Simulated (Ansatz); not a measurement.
The cluster Rb4⁻ (the lowest doublet isomer of a short search). Total charge -1; doublet. Geometry PBE/def2-TZVPD, basis def2-TZVPD, Ansatz.

```csv
atom,x (Å),y (Å),z (Å)
Rb1,-0.721,1.616,1.741
Rb2,0.741,-1.602,-1.747
Rb3,-2.386,1.899,-2.774
Rb4,2.367,-1.913,2.780
```

```csv
run,HOMO (eV),LUMO (eV)
A,-0.17,0.85
B,0.09,0.57
C,-0.04,0.76
D,-0.59,1.34
E,0.15,0.49
```

In the def2 sets Rb takes a core potential; there is no spin–orbit coupling. B3LYP takes the VWN-RPA correlation. HSE06 is defined as in plane-wave codes, on full-range PBE exchange. The structure comes from a short search, and lower isomers may exist.

HOMO and LUMO are taken over both spins.

Q: The runs used B3LYP, CAM-B3LYP, HSE06, PBE, PBE0. Estimate which is which.

A: A PBE0 (25 % exact exchange); B HSE06 (range-separated); C B3LYP (20 % exact exchange); D CAM-B3LYP (range-separated); E PBE (0 % exact exchange). Exact exchange lowers occupied and raises empty levels; among semilocal functionals meta-GGAs tend to open the gap a little, and such runs are hard to tell apart. The gap grows from 0.34 eV (PBE) to 1.94 eV (CAM-B3LYP). At HSE06/def2-TZVPD, PBE/def2-TZVPD the highest occupied level of the charge -1 doublet lies above zero (up to 0.15 eV). By energy differences its removal costs 0.90 eV (vertical, to the charge 0 singlet, at PBE/def2-TZVPD); a positive level beside a positive removal energy at the same level points to self-interaction error. At CAM-B3LYP/def2-TZVPD the charge -1 doublet is spin-contaminated (final ⟨S²⟩ up to 0.86, 0.75 for a pure state).
